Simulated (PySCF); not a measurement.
# `[C@H](C(C)=O)(C=O)/C=C/Cl`, C6H7ClO2

Geometry:
| atom | x (Å) | y (Å) | z (Å) |
| --- | --- | --- | --- |
| C1 | -1.983 | 1.180 | -0.228 |
| C2 | -1.007 | 0.154 | -0.709 |
| O3 | -1.103 | -0.465 | -1.730 |
| C4 | 0.155 | -0.092 | 0.284 |
| C5 | -0.410 | -1.155 | 1.204 |
| O6 | -1.108 | -0.919 | 2.148 |
| C7 | 1.384 | -0.559 | -0.421 |
| C8 | 2.568 | 0.003 | -0.251 |
| Cl9 | 3.975 | -0.534 | -1.075 |
| H10 | -2.277 | 0.949 | 0.795 |
| H11 | -2.857 | 1.199 | -0.873 |
| H12 | -1.514 | 2.162 | -0.230 |
| H13 | 0.328 | 0.819 | 0.860 |
| H14 | -0.153 | -2.185 | 0.905 |
| H15 | 1.249 | -1.382 | -1.108 |
| H16 | 2.748 | 0.832 | 0.417 |

Computed, not measured: PySCF 2.14.0, GIAO BHandHLYP/pcSseg-1 magnetisability, rotational g tensor and spin-rotation constants, non-relativistic, gas phase. Geometry: GFN2-xTB.

**Question.** Give the nuclear spin-rotation constants along the inertial axes (H = +C I·J) beside the isotropic shieldings.

**Answer.** Rotational constants 2.3560, 0.6448, 0.5584 GHz. A star marks the isotopologue with that one atom substituted, in its own axes.
```
atom  isotope  Caa (kHz)  Cbb (kHz)  Ccc (kHz)  mean (kHz)  σ (ppm)
 Cl9     35Cl      0.318      0.164      0.171       0.217    755.7
 H10       1H     -0.144     -0.007     -0.060      -0.070     28.9
 H11       1H     -0.109     -0.028     -0.059      -0.065     29.9
 H12       1H     -0.229     -0.076      0.009      -0.099     29.8
 H13       1H     -0.298     -0.067      0.033      -0.111     28.1
 H14       1H     -0.149     -0.054      0.043      -0.053     22.7
 H15       1H     -0.193     -0.062      0.038      -0.072     24.9
 H16       1H     -0.241     -0.059      0.036      -0.088     25.7
  C1     13C*      0.319      0.116      0.093       0.176    155.9
  C2     13C*      1.058      0.282      0.218       0.519    -19.4
  O3     17O*     -1.113     -0.422     -0.374      -0.636   -335.1
  C4     13C*      0.524      0.142      0.129       0.265    114.6
  C5     13C*      0.865      0.249      0.283       0.466    -16.3
  O6     17O*     -1.625     -0.337     -0.365      -0.775   -366.5
  C7     13C*      0.942      0.120      0.217       0.426     49.2
  C8     13C*      0.893      0.138      0.210       0.413     49.2
```
For the geometry as given, no vibrational averaging.
